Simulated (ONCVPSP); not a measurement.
## Logarithmic derivatives: carbon (C), ONCV

* Element: carbon (C)
* Generator: ONCVPSP 4.0.1
* Type: optimised norm-conserving Vanderbilt (ONCV)
* Functional: PBE
* Relativity: scalar-relativistic
* Frozen core: [He]
* Valence charge: 4
* Reference configuration: 2s1.5 2p2.5
* Partial waves: 2s: rc 1.10 bohr, ncon 4, nbas 8, qcut 6 1/bohr, local; 2p: rc 1.75 bohr, ncon 3, nbas 7, qcut 6.4 1/bohr, 2 projectors, debl 3.7 Ha; d scattering state at 0.32 Ha: rc 1.45 bohr, ncon 4, nbas 7, qcut 6 1/bohr, 2 projectors, debl 3.1 Ha
* Local potential: the s channel
* Core correction: Teter function, fcfact 2.75, rcfact 1.25

The phase is arctan(r·R′/R) of the radial function R(r), unwrapped; energies in Ha, scanned from -2 to 5 Ha. A pole is an energy at which the radial function vanishes at the test radius. The pseudo phase is shifted by a multiple of π to meet the all-electron one at the reference energy, and phase errors are pseudo minus all-electron; the curves can meet again beyond the range given. Levels narrower than the energy grid can be missing from the lists of poles.

Question: For each channel, where are the poles, and over which energies does the pseudopotential scatter like the atom?

Answer:

```tsv
channel	radius (bohr)	reference energy (Ha)	poles, all-electron	poles, pseudo	unbroken range about the reference energy with phases within 0.05 rad	phase error 1 Ha above the reference energy (rad)
s	1.12	-0.51	4.41	3.94	below 4.9	-0.003
p	1.78	-0.20	0.56	0.57	the whole range	+0.002
d	1.47	0.32	none	none	the whole range	+0.000
```

Phases in the d channel:

| E (Ha) | all-electron | pseudo |
| --- | --- | --- |
| -1.98 | 1.179 | 1.179 |
| -1.62 | 1.145 | 1.145 |
| -1.26 | 1.102 | 1.102 |
| -0.90 | 1.047 | 1.047 |
| -0.54 | 0.974 | 0.974 |
| -0.18 | 0.873 | 0.873 |
| 0.18 | 0.729 | 0.729 |
| 0.54 | 0.516 | 0.516 |
| 0.90 | 0.204 | 0.204 |
| 1.26 | -0.191 | -0.191 |
| 1.62 | -0.574 | -0.574 |
| 1.98 | -0.864 | -0.864 |
| 2.34 | -1.061 | -1.061 |
| 2.70 | -1.196 | -1.196 |
| 3.06 | -1.292 | -1.292 |
| 3.42 | -1.364 | -1.364 |
| 3.78 | -1.420 | -1.420 |
| 4.14 | -1.466 | -1.466 |
| 4.50 | -1.506 | -1.506 |
| 4.86 | -1.541 | -1.541 |
